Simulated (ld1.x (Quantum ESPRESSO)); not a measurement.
Configuration tests for boron (RRKJ)

B (Z = 5), norm-conserving RRKJ (Kleinman–Bylander form), made with ld1.x (Quantum ESPRESSO) 7.5 (LDA (PZ), scalar-relativistic). Core [He], reference 2s2 2p1. Waves: 2p (bound): rc 3.45 bohr; 2s (bound): rc 1.45 bohr. Local part: the s channel. Core correction: a·sin(br)/r model core inside 0.95 bohr.

Energies are relative to the spin-unpolarised reference configuration 2s2 2p1; without spin polarisation the order of configurations can differ from experiment. Spin-polarised rows fill each open shell by Hund’s rule, majority spin first. The frozen-core shift is the all-electron ΔE with the core orbitals held at their reference shape minus the fully relaxed ΔE.

**Question.** Give the all-electron excitation energy and the error of the potential for: 2s2 2p0; 2s1 2p0; 2s2 2p0.5; 2s0 2p3; 2s1 2p2; 2s1 2p1; 2s2 2p1.3; 2s2 2p1 (spin-polarised); 2s1 2p0 (spin-polarised).

**Answer.**

| valence configuration | charge | ΔE all-electron (eV) | error AE − PS (meV) | frozen-core shift (meV) |
| --- | --- | --- | --- | --- |
| 2s2 2p0 | +1 | 8.327 | +186 | +0.5 |
| 2s1 2p0 | +2 | 33.631 | +548 | +8.8 |
| 2s2 2p0.5 | +0.5 | 2.943 | +29 | +0.1 |
| 2s0 2p3 | 0 | 11.401 | -136 | +2.0 |
| 2s1 2p2 | 0 | 5.686 | -35 | +0.5 |
| 2s1 2p1 | +1 | 14.283 | -84 | +1.3 |
| 2s2 2p1.3 | -0.3 | -0.772 | +3.1 | 0.0 |
| 2s2 2p1 (spin-polarised) | 0 | -0.235 | +2.2 | +0.4 |
| 2s1 2p0 (spin-polarised) | +2 | 32.903 | +557 | +11 |

Levels in the configuration 2s2 2p1 (spin-polarised):

| level | all-electron (eV) | pseudo (eV) |
| --- | --- | --- |
| 2s up | -9.782 | -9.798 |
| 2p up | -4.075 | -4.088 |
| 2s down | -8.735 | -8.730 |
